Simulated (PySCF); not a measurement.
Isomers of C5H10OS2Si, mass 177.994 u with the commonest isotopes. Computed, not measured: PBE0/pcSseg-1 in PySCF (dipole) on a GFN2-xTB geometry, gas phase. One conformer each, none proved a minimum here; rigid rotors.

**Question.** Order these by dipole moment, largest first.
A. `[CH2:1]=[C:2]([SiH2:3][O:4][C:5]([CH3:6])=[S:7])[S:8][CH3:9]` with C1–C2–Si3–O4 -14°, C2–Si3–O4–C5 77°, Si3–O4–C5–C6 180°, C1–C2–S8–C9 -3°
B. `[CH3:1][S:2]/[CH:3]=[CH:4]/[Si@@H:5]1[O:6][CH2:7][CH2:8][S:9]1` with C1–S2–C3–C4 178°, C3–C4–Si5–O6 -149°, C4–Si5–O6–C7 -137°, Si5–O6–C7–C8 40°, O6–C7–C8–S9 -45°, C7–C8–S9–Si5 28°
C. `[CH3:1][S:2][CH2:3][C:4]#[C:5][Si@@H:6]([OH:7])[S:8][CH3:9]` with C1–S2–C3–C4 63°, C5–Si6–O7–H 86°, C5–Si6–S8–C9 57°

**Answer.** A (2.14 D), C (1.70 D), B (1.22 D).

**Question.** Order these by rotational constant A, largest first.
A. `[CH3:1][S:2][CH2:3][C:4]#[C:5][Si@@H:6]([OH:7])[S:8][CH3:9]` with C1–S2–C3–C4 63°, C5–Si6–O7–H 86°, C5–Si6–S8–C9 57°
B. `[CH3:1][S:2]/[CH:3]=[CH:4]/[Si@@H:5]1[O:6][CH2:7][CH2:8][S:9]1` with C1–S2–C3–C4 178°, C3–C4–Si5–O6 -149°, C4–Si5–O6–C7 -137°, Si5–O6–C7–C8 40°, O6–C7–C8–S9 -45°, C7–C8–S9–Si5 28°
C. `[CH2:1]=[C:2]([SiH2:3][O:4][C:5]([CH3:6])=[S:7])[S:8][CH3:9]` with C1–C2–Si3–O4 -14°, C2–Si3–O4–C5 77°, Si3–O4–C5–C6 180°, C1–C2–S8–C9 -3°

**Answer.** B (2783 MHz), C (2244 MHz), A (1498 MHz).

**Question.** Order these by out-of-plane moment Σ m c² = (Ia + Ib − Ic)/2, smallest first.
A. `[CH2:1]=[C:2]([SiH2:3][O:4][C:5]([CH3:6])=[S:7])[S:8][CH3:9]` with C1–C2–Si3–O4 -14°, C2–Si3–O4–C5 77°, Si3–O4–C5–C6 180°, C1–C2–S8–C9 -3°
B. `[CH3:1][S:2][CH2:3][C:4]#[C:5][Si@@H:6]([OH:7])[S:8][CH3:9]` with C1–S2–C3–C4 63°, C5–Si6–O7–H 86°, C5–Si6–S8–C9 57°
C. `[CH3:1][S:2]/[CH:3]=[CH:4]/[Si@@H:5]1[O:6][CH2:7][CH2:8][S:9]1` with C1–S2–C3–C4 178°, C3–C4–Si5–O6 -149°, C4–Si5–O6–C7 -137°, Si5–O6–C7–C8 40°, O6–C7–C8–S9 -45°, C7–C8–S9–Si5 28°

**Answer.** C (52.36 u·Å²), B (66.70 u·Å²), A (79.92 u·Å²).

```tsv
SMILES	point group	Ia (u·Å²)	Ib (u·Å²)	Ic (u·Å²)	κ	μa (D)	μb (D)	μc (D)
C=C([SiH2]OC(C)=S)SC	C1	225.22	1079.58	1144.96	-0.97	0.77	0.06	2.00
CSCC#C[Si@@H](O)SC	C1	337.28	981.34	1185.21	-0.83	1.33	0.03	1.05
CS/C=C/[Si@@H]1OCCS1	C1	181.59	1329.76	1406.62	-0.98	0.95	0.13	0.76
```
